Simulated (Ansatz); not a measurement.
`C[S][Ge][Cl]` + HBr → `[Cl][Ge][Br]` + CH₃SH at 298.15 K and 1 bar (ligand exchange at a Ge–S bond).

Gas-phase electronic energies from Ansatz, PBE0-D4/def2-TZVP geometries. CCSD(T)/CBS adds triple-zeta CCSD(T) − MP2 to the extrapolated MP2 energy (def2 sets, frozen cores). This one scheme is used for every species. For Br, Ge outer-core shells are correlated without core-valence functions, which leaves a few kJ/mol of doubt a bond. Scalar relativity is left out up to krypton. One conformer a species, not always the lowest.

```tsv
species	CCSD(T)/CBS energy (Eh)	H − E (kJ/mol)	S (J/(mol·K))
`C[S][Ge][Cl]`	-2973.58695	124.8	354.2
HBr	-2573.91920	24.6	198.6
`[Cl][Ge][Br]`	-5109.28758	18.5	312.8
CH₃SH	-438.22835	133.0	253.2
```

H − E and S are ideal-gas, rigid-rotor, harmonic terms from PBE0-D4/def2-TZVP, for one conformer and one mirror image of each species. 1 Eh = 2625.50 kJ/mol, R = 8.31446 J/(mol·K).

Q: By hand: ΔE, ΔH, ΔS and ΔG.

A: ΔE = (-5109.28758) + (-438.22835) − (-2973.58695) − (-2573.91920) = -0.00978 Eh = -25.7 kJ/mol. Δ(H − E) = 18.5 + 133.0 − 124.8 − 24.6 = 2.1, so ΔH = -23.6 kJ/mol. ΔS = 312.8 + 253.2 − 354.2 − 198.6 = 13.2 J/(mol·K). ΔG = -23.6 − 298.15 × (13.2)/1000 = -27.5 kJ/mol.

Q: By hand: the equilibrium constant, and the temperature at which ΔG would vanish if ΔH and ΔS stayed fixed.

A: log₁₀ K = −ΔG/(RT ln 10) = 4.8. ΔH and −TΔS have one sign here, so there is no such temperature.

The number of gas molecules stays the same, so ΔS is small and ΔH decides. A doubt of 5 kJ/mol in ΔE shifts log₁₀ K by 0.9 here. Other conformers and mirror images would add mixing entropy, several J/(mol·K) or more a flexible species. Modes under 60 cm⁻¹, often nearly free rotors, make the harmonic entropy too high. These are equilibria of isolated gas molecules and say nothing of rates. Largest T1 diagnostic: 0.014 (customary marks: 0.02 for closed shells, 0.045 for open ones).
